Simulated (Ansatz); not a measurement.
CH₉NOSi₂, SMILES `C[SiH2][SiH](N)O` at its PBE0-D4/def2-TZVP geometry, where that method's forces vanish. Charge 0, multiplicity 1.

| atom | x (Å) | y (Å) | z (Å) |
| --- | --- | --- | --- |
| C1 | -2.1309 | -1.0699 | -0.3476 |
| Si2 | -0.2830 | -1.2078 | -0.0539 |
| Si3 | 0.8031 | 0.8581 | -0.2034 |
| N4 | 2.3586 | 0.7643 | 0.5013 |
| O5 | -0.2651 | 1.8989 | 0.5226 |
| H6 | -2.5686 | -0.3568 | 0.3540 |
| H7 | -2.6256 | -2.0349 | -0.2186 |
| H8 | -2.3348 | -0.7136 | -1.3598 |
| H9 | 0.3325 | -2.1527 | -1.0307 |
| H10 | -0.0221 | -1.7667 | 1.3073 |
| H11 | 1.0738 | 1.3246 | -1.5952 |
| H12 | 3.1454 | 1.2884 | 0.1598 |
| H13 | 2.5346 | 0.3437 | 1.3976 |
| H14 | -0.0178 | 2.8244 | 0.5668 |

(1) For each bond, give half the difference of the two atoms' forces along it (eV/Å; positive pushes the atoms apart) under PBE-D4, r2SCAN-D4, B3LYP-D4, ωB97M-V in def2-TZVPP. (An estimate is asked.)

## Answers

(1) Ansatz gave: 
```csv
bond,length (Å),PBE-D4,r2SCAN-D4,B3LYP-D4,ωB97M-V
C1–Si2,1.876,0.02,0.02,0.13,0.07
C1–H6,1.092,0.11,-0.01,-0.05,-0.04
C1–H7,1.092,0.10,-0.02,-0.04,-0.05
C1–H8,1.092,0.11,-0.01,-0.04,-0.04
Si2–Si3,2.339,-0.14,-0.01,0.00,-0.06
Si2–H9,1.492,0.08,-0.02,-0.10,-0.10
Si2–H10,1.494,0.08,-0.01,-0.09,-0.11
Si3–N4,1.710,0.03,0.01,0.08,0.08
Si3–O5,1.659,0.27,0.05,0.13,0.13
Si3–H11,1.493,0.02,-0.04,-0.13,-0.16
N4–H12,1.005,0.18,0.01,-0.01,-0.03
N4–H13,1.006,0.19,0.02,-0.02,-0.03
O5–H14,0.959,0.35,0.03,-0.02,-0.06
```

B3LYP here is the variant with VWN-RPA as its local correlation; programs differ in this.
